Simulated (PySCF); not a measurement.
How methods differ on the ionisation energy of Ru(2+)

Ru(2+) [Kr] 4d6 (5D) → Ru(3+) [Kr] 4d5 (6S), as a difference of total energies. Calculation: PySCF 2.14, in def2-TZVPPD with the def2 core potential (28 electrons); scalar relativity through the core potential. Correlated levels: valence: 4s2 4p6 frozen; valence and next inner shell: nothing frozen outside the core potential. The calculations carry no spin-orbit coupling.

```tsv
method	ionisation energy (eV)
UHF	26.556
LDA	28.750
PBE	28.605
PBE0	28.401
r2SCAN	28.016
HSE06	28.404
TPSSh	28.377
MP2 (valence)	27.763
SCS-MP2 (valence)	27.998
MP2 (valence and next inner shell)	27.794
SCS-MP2 (valence and next inner shell)	27.809
```

Task: Estimate what B97-3 gives.

Result: 28.552 eV, closest to PBE among the rows shown.

Task: Estimate what wB97M-V gives.

Result: 28.368 eV, closest to TPSSh among the rows shown.

The reference lies between the lowest fine-structure levels, while these numbers refer to the centres of the terms.

Errors of the correlated levels include the incompleteness of this basis and the frozen core.

For comparison: 28.47 eV (semi-empirical (NIST evaluation); NIST Atomic Spectra Database, ionization energies).
